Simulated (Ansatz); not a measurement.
`B[NH][GaH2]` + HBr → `[GaH2][Br]` + `BN`  (ligand exchange at a Ga–N bond)

Computed with Ansatz on PBE0-D4/def2-TZVP structures; ΔE is electronic, products minus reactants. CBS: MP2 limit from def2 TZ/QZ plus the TZ coupled-cluster correction, frozen cores. This one scheme is used for every species. DFT in def2-TZVPP. For Br, Ga outer-core shells are correlated without core-valence functions, which leaves a few kJ/mol of doubt a bond. Scalar relativity is left out up to krypton.

```csv
level,ΔE (kcal/mol),difference from CCSD(T)/CBS
r2SCAN-D4,-24.9,-2.0
CAM-B3LYP-D4,-23.8,-0.9
BHLYP,-26.1,-3.2
CAM-B3LYP,-24.3,-1.4
RPA@PBE/def2-TZVPP,-20.9,2.0
CCSD/def2-SVP,-22.7,0.2
HF/def2-TZVPP,-27.6,-4.7
SCS-MP2/def2-TZVPP,-22.4,0.5
HF/CBS(def2),-27.3,-4.4
MP2/CBS(def2),-23.0,-0.1
CCSD(T)/CBS,-22.9,0
```

Largest T1 diagnostic among the species: 0.013.

In def2-TZVPP, CCSD(T) changes the Hartree–Fock value by +5.3 kcal/mol (the triples alone add +0.5 kcal/mol) and MP2 by +5.1 kcal/mol. From r2SCAN to r2SCAN0 (25 % exact exchange), in def2-TZVPP and without D4, ΔE moves by −0.7 kcal/mol. Leaving LDA and LC-ωPBE aside and taking each functional with its dispersion term where it has one, the values, not all of them listed here, spread over 2.3 kcal/mol, from r2SCAN0-D4 to BLYP-D4. LDA lies +1.6 kcal/mol from PBE without D4.
